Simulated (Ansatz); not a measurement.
A displaced shape of doublet YO:

```tsv
atom	x (Å)	y (Å)	z (Å)
Y	0.0079	-0.0063	-0.3539
O	0.0196	0.0458	1.4821
```

It was optimised with HF/def2-SVP (with the core potentials of the set past Kr) in Ansatz (development build ahead of 0.2.0) to forces under 0.001 eV/Å, with unrestricted orbitals. Each step stands on the lowest determinant of that kind that the program's search found.

Problem. What shape does it relax to, and how does the optimisation go?

Solution.

```xyz
2

Y     0.0081   -0.0056   -0.3302
O     0.0194    0.0451    1.4584
```

Bond lengths: Y1–O2 1.789 Å.

```json
{"step": "1", "E − E(start) (eV)": "0.0000", "largest force (eV/Å)": "1.8781"}
{"step": "2", "E − E(start) (eV)": "-0.0460", "largest force (eV/Å)": "0.0751"}
{"step": "3", "E − E(start) (eV)": "-0.0460", "largest force (eV/Å)": "0.0005"}
```

The optimisation ended after 3 steps with its threshold met.
